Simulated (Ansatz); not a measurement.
This Ansatz (an electronic-structure program) input (PBE/aug-cc-pV(D+d)Z) gives -395.86415 Eh with 55 basis functions. A basis named .json is the Basis Set Exchange file of that set (core-valence sets with the plain set on hydrogen).

Ansatz 0.2 input:
```yaml
crystal:
  periodic: [false, false, false]
  atoms:
    - {symbol: N, position_ang: [-0.00000000, -0.00000000, -1.01096879]}
    - {symbol: P, position_ang: [0.00000000, 0.00000000, 0.47178544]}
basis:
  gaussian:
    orbitals: aug-cc-pV_D+d_Z.json
hamiltonian:
  xc: {name: PBE}
magnetization: {spin_polarized: false}
```

Change:
```diff
- orbitals: aug-cc-pV_D+d_Z.json
+ orbitals: cc-pV_5+d_Z.json
```

Q: What does the run give now?

A: -395.89885 Eh (PBE/cc-pV(5+d)Z, 191 functions), a change of -34.70 mEh.
